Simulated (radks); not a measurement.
Q: Spherical quantum dot in the effective-mass picture: electrons in a well V = -V0 / (1 + exp((r - R)/a)) with V0 = 4.52, R = 9.55, a = 0.88, with a point charge +1 (a donor) at the centre, all in effective atomic units (hartree* = m*/eps^2 hartree, bohr* = eps/m* bohr), one dielectric constant everywhere. Calculated with a radial shooting solver with Libxc functionals: non-relativistic Kohn-Sham, LDA (Slater exchange, Perdew-Wang correlation), spin-polarised, spherical densities. Levels are named by radial order and angular momentum (1s, 1p, 1d, 2s, ...), and open shells are averaged over m. Each electron was tried in the lowest free levels, single moves between levels near the top were tried too, and the lowest total energy was kept; such a search can miss a lower state. The series stops at N = 30: beyond it a trial failed or the search could not be trusted, so later rows were left out. Give the order in which the levels fill up to N = 30, the shell closures and the spin along the way.

A: Shells are first occupied in the order 1s, 1p, 2s, 1d, 1f. Open shells at each N (closed shells left out): 1: 1s(up 1, down 0); 2: none; 3: 1p(up 1, down 0); 4: 1p(up 2, down 0); 5: 1p(up 3, down 0); 6: 1p(up 3, down 0) 2s(up 1, down 0); 7: 1p(up 3, down 2); 8: none; 9: 2s(up 1, down 0); 10: 1d(up 1, down 0) 2s(up 1, down 0); 11: 1d(up 2, down 0) 2s(up 1, down 0); 12: 1d(up 3, down 0) 2s(up 1, down 0); 13: 1d(up 4, down 0) 2s(up 1, down 0); 14: 1d(up 5, down 0) 2s(up 1, down 0); 15: 1d(up 5, down 1) 2s(up 1, down 0); 16: 1d(up 5, down 2) 2s(up 1, down 0); 17: 1d(up 5, down 3) 2s(up 1, down 0); 18: 1d(up 5, down 4) 2s(up 1, down 0); 19: 2s(up 1, down 0); 20: 2s(up 1, down 0) 1f(up 1, down 0); 21: 2s(up 1, down 0) 1f(up 2, down 0); 22: 2s(up 1, down 0) 1f(up 3, down 0); 23: 2s(up 1, down 0) 1f(up 4, down 0); 24: 2s(up 1, down 0) 1f(up 5, down 0); 25: 2s(up 1, down 0) 1f(up 6, down 0); 26: 2s(up 1, down 0) 1f(up 7, down 0); 27: 2s(up 1, down 0) 1f(up 7, down 1); 28: 2s(up 1, down 0) 1f(up 7, down 2); 29: 2s(up 1, down 0) 1f(up 7, down 3); 30: 2s(up 1, down 0) 1f(up 7, down 4). All shells are closed at N = 2, 8 (there: 1s2 1p6). Largest 2S: 8, at N = 26.
